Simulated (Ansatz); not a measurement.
`CC(C)[O][Zn][F]` + H₂ → `CC(C)[O][ZnH]` + H–F  (hydrogenolysis of a Zn–F bond)

Gas-phase electronic energies from Ansatz, PBE0-D4/def2-TZVP geometries. CCSD(T)/CBS adds triple-zeta CCSD(T) − MP2 to the extrapolated MP2 energy (def2 sets, frozen cores). This one scheme is used for every species. DFT in def2-TZVPP. For Zn outer-core shells are correlated without core-valence functions, which leaves a few kJ/mol of doubt a bond. Scalar relativity is left out up to krypton. One conformer a species, not always the lowest.

`CC(C)[O][Zn][F]`:

Cartesian coordinates in Å:
```
C 0.225 -0.407 1.350
C 0.498 0.522 0.183
C -0.778 1.146 -0.350
O 1.214 -0.132 -0.838
Zn 0.545 -1.516 -1.705
F 0.007 -2.885 -2.637
H -0.456 -1.212 1.044
H -0.244 0.120 2.185
H 1.154 -0.859 1.704
H 1.157 1.330 0.531
H -1.288 1.736 0.415
H -0.560 1.794 -1.201
H -1.474 0.364 -0.681
```

H₂:

Z-matrix (Å, degrees):
```
H
H 1 0.746
```

`CC(C)[O][ZnH]`:

```xyz
13

C     1.195   -0.390    0.687
C    -0.316   -0.330    0.548
C    -0.809    1.104    0.448
O    -0.763   -1.100   -0.532
Zn   -0.373   -0.886   -2.251
H     1.530   -1.428    0.738
H     1.675    0.084   -0.178
H     1.539    0.130    1.585
H    -0.757   -0.777    1.452
H    -1.894    1.124    0.331
H    -0.359    1.601   -0.420
H    -0.545    1.683    1.337
H    -0.123   -0.816   -3.744
```

H–F:

```xyz
2

F    -0.011   -0.391    0.242
H     0.011    0.391   -0.242
```

| level | ΔE (kcal/mol) |
| --- | --- |
| B2PLYP | 9.6 |
| CCSD/CBS(def2) | 10.0 |

Q: What does CCSD(T)/CBS give? (Estimate.)

A: The calculation gave: +10.3 kcal/mol. The listed levels differ from it by -0.7, -0.3 kcal/mol.

Largest T1 diagnostic among the species: 0.016.

From PBE to PBE0 (25 % exact exchange), in def2-TZVPP and without D4, ΔE moves by −1.3 kcal/mol.

CCSD(T)/CBS has its own doubt, a few kJ/mol and more with outer-core shells, so smaller differences from it don't rank the levels.
